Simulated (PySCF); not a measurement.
NICS in one family of compounds.

Definitions: NICS(0) = −σiso at the ring centroid; NICS(1) = −σiso and NICS(1)zz = −σzz at ±1 Å along the ring normal z. Level: GIAO PBE0/pcSseg-1 (PySCF, non-relativistic, gas phase) on the GFN2-xTB geometries, one conformer each. Atom numbers follow the mapped SMILES.

**Question.** Order these rings by mean NICS(1)zz, lowest (most negative) first (ppm).
A. ring N2–N3–C4–C5–N7 in `[SiH3:1][n:2]1[n:3][cH:4][c:5]([Cl:6])[n:7]1`
B. ring C2–C3–N4–N5–N7 in `[CH3:1][c:2]1[cH:3][n:4][n:5]([SiH3:6])[n:7]1`
C. ring C3–C4–N5–N6–N12 in `[CH3:1][O:2][c:3]1[cH:4][n:5][n:6]([CH2:7][C:8]([F:9])([F:10])[F:11])[n:12]1`

**Answer.** B (-33.4), A (-31.9), C (-29.1).

```tsv
SMILES	ring	NICS(0)	NICS(1)	NICS(1)zz	HOMA	rms pucker (Å)	ring atoms with four or more neighbours
Cc1cnn([SiH3])n1	5-membered ring with 3 N; formal bonds all aromatic	-12.7	-13.4	-33.4	0.95	0.00	0
[SiH3]n1ncc(Cl)n1	5-membered ring with 3 N; formal bonds all aromatic	-12.8	-13.0	-31.9	0.96	0.00	0
COc1cnn(CC(F)(F)F)n1	5-membered ring with 3 N; formal bonds all aromatic	-12.9	-12.1	-29.1	0.95	0.00	0
```

NICS(0) gives another order. The isotropic NICS(1) gives the same order. HOMA uses Krygowski's 1993 parameters. NICS(1) and NICS(1)zz are means over the two faces.
